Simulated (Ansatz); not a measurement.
| atom | x (Å) | y (Å) | z (Å) |
| --- | --- | --- | --- |
| H | 1.8489 | -1.2708 | 0.6812 |
| H | 1.6634 | -1.6283 | -0.2814 |
| H | 1.1484 | -1.6633 | -1.1883 |
| H | 0.4060 | -1.3688 | -1.8598 |
| H | -0.4168 | -0.8033 | -2.1629 |
| H | -1.1571 | -0.0787 | -2.0377 |
| H | -1.6682 | 0.6616 | -1.5089 |
| H | -1.8489 | 1.2708 | -0.6812 |
| H | -1.6634 | 1.6283 | 0.2814 |
| H | -1.1484 | 1.6633 | 1.1883 |
| H | -0.4060 | 1.3688 | 1.8598 |
| H | 0.4168 | 0.8033 | 2.1629 |
| H | 1.1571 | 0.0787 | 2.0377 |
| H | 1.6682 | -0.6616 | 1.5089 |

Basis set: def2-SVP (spherical functions). All electrons are correlated. Charge 0, multiplicity 1.

Computed with Ansatz (development build ahead of 0.2.0); each method stands on the lowest determinant of its kind that the runs found. Restricted open shells among the atoms or ions are ROHF, correlated in semicanonical orbitals with singles.

(1) Give the atomization energy at this shape (free ground-state atoms in the same class of orbitals less the molecule, no zero-point energy) of singlet H14 by RHF-MP2, RHF.

Answers

(1)

```json
{"method": "RHF-MP2", "atomization energy": "22.04 eV"}
{"method": "RHF", "atomization energy": "14.29 eV"}
```

Caution: stretched shape with no unrestricted run beside it, a lower state can exist. Caution for RHF-MP2: bonds are stretched, where a single reference can fail.
